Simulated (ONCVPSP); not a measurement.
## germanium (Ge), ONCV: configuration errors across variants

ONCVPSP 4.0.1 input, shortened (lines: element, Z, core and valence counts, functional; n l f; lmax; l rc ep ncon nbas qcut; lloc lpopt rc5 dvloc0; l nproj debl; icmod fcfact rcfact), PBE, scalar-relativistic:

```
  Ge 32.00    6    2        4      upf
    1    0    2.00
    2    0    2.00
    2    1    6.00
    3    0    2.00
    3    1    6.00
    3    2   10.00
    4    0    2.00
    4    1    2.00
    1
    0    1.70    0.00    4    9    4.00
    1    2.20    0.00    4    7    3.10
    4    5    1.35    1.00
    0    2    0.90
    1    2    1.00
    1    0.70    0.00
```

All-electron excitation energies from the reference (eV): (1) 4s2 4p1 7.444; (2) 4s2 4p0 22.883; (3) 4s1 4p0 57.675; (4) 4s2 4p1.5 2.802.

1 further variants failed, have other tests or too few solved ones, and are left out.

A true bound ghost makes a file unfit for plane-wave use even where its test errors are small: the radial tests pick states by their node count and pass the ghost by.

Errors AE − PS in meV (a dash: test not solved or not reliable):

| change | (1) | (2) | (3) | (4) | bound ghosts | GHOST(+) flags above zero |
| --- | --- | --- | --- | --- | --- | --- |
| base | -6.8 | -54 | -283 | -1.2 | none | s |
| s: qcut 3.9 | -6.8 | -54 | -283 | -1.2 | none | s |
| s: qcut 3.1 | -6.7 | -53 | -286 | -1.2 | none | s |
| s: nproj 0; local potential the s channel | -6.4 | -50 | -271 | -1.2 | p | none |
| s: rc 2.44 | -5.9 | -44 | -329 | -1.1 | none | s |

**Question.** Give the same row for: p: nproj 1.

**Answer.** -5.4, -54, -283, -0.9; bound ghosts: none; GHOST(+) flags above zero: s.
